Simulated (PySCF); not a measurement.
This PySCF input asks for the NMR shieldings of trans-Si(H2O)2F4 (O->[Si](<-O)(F)(F)(F)F, F₄H₄O₂Si); the geometry comes from PBE0-D3(BJ)/def2-SVP.

```python
import basis_set_exchange as bse
import numpy as np
from pyscf import gto, dft
from pyscf.prop import nmr

atoms = """
Si   -0.001084   -0.014946    0.003435
O    -0.095921    0.460360    1.866430
H    -1.048309    0.410345    2.052342
H     0.131057    1.404427    1.874651
O     0.102252   -0.487463   -1.861497
H    -0.030376   -1.449934   -1.848876
H     1.041498   -0.350223   -2.068287
F     1.659008   -0.043337    0.041741
F    -1.660555    0.018844   -0.019822
F     0.050491    1.606236   -0.352148
F    -0.050001   -1.639809    0.342931
"""
names = dict.fromkeys(["Si", "O", "H", "F"], "pcSseg-1")
basis = {el: gto.basis.parse(bse.get_basis(n, elements=[el], fmt="nwchem")) for el, n in names.items()}
mol = gto.M(atom=atoms, basis=basis, charge=0, verbose=0)
mf = dft.RKS(mol, xc="PBE0")
mf.grids.level = 2
mf.grids.alignment = dft.numint.BLKSIZE   # the property module wants whole blocks of grid points
mf.conv_tol = 1e-9
mf.kernel()

calc = nmr.RKS(mf)   # GIAO
C = mf.mo_coeff
Co = C[:, mf.mo_occ > 0]
resp = mf.gen_response(singlet=True, hermi=2)
def vind(x):   # induced exchange potential for any number of trial vectors
    d = np.einsum("pi,xij,qj->xpq", C, 2 * x.reshape(-1, C.shape[1], Co.shape[1]), Co, optimize=True)
    return np.einsum("xpq,pi,qj->xij", resp(d - d.transpose(0, 2, 1)), C, Co, optimize=True).ravel()
mo1, _ = nmr.rhf.solve_mo1(calc, with_cphf=vind)
sigma = calc.kernel(mo1)
for i, s in enumerate(sigma):   # ppm
    print("%2d %-2s %9.2f" % (i, mol.atom_pure_symbol(i), np.trace(s) / 3))
```

**Question.** Give the expected output.

**Answer.** 
```
 0 Si    513.30
 1 O     260.64
 2 H      27.17
 3 H      27.26
 4 O     260.33
 5 H      27.19
 6 H      27.23
 7 F     316.18
 8 F     316.05
 9 F     316.40
10 F     316.04
```

These numbers come from an equivalent density-fitted implementation of the same equations, which agrees with the script to about 0.01 ppm for H and up to a few tenths of a ppm for heavy atoms, so last digits may differ.

**Question.** Turn these shieldings into chemical shifts. δ = σ(ref) − σ, references computed at the same level: $^{29}$Si (σ = 351.99 ppm), $^{1}$H (σ = 31.27 ppm) vs TMS; $^{17}$O (σ = 334.56 ppm) against H2O; $^{19}$F (σ = 177.25 ppm) against CFCl3.

**Answer.** Averaging equivalent atoms: Si 0: -161.3; O 1/4: 74.1; H 2/3/5/6: 4.05; F 7/8/9/10: -138.9 ppm. Unscaled 19F shifts against computed CFCl3 carry errors that often reach 10 to 50 ppm. Experimental scales use liquid or dissolved standards, which lie at an offset from isolated H2O (liquid H2O: subtract about 36 ppm).

Size and cost of the density-fitted run: 146 basis functions, 18 s wall time on 1 thread of an Arm Neoverse V1, shared host; peak memory 0.75 GiB.
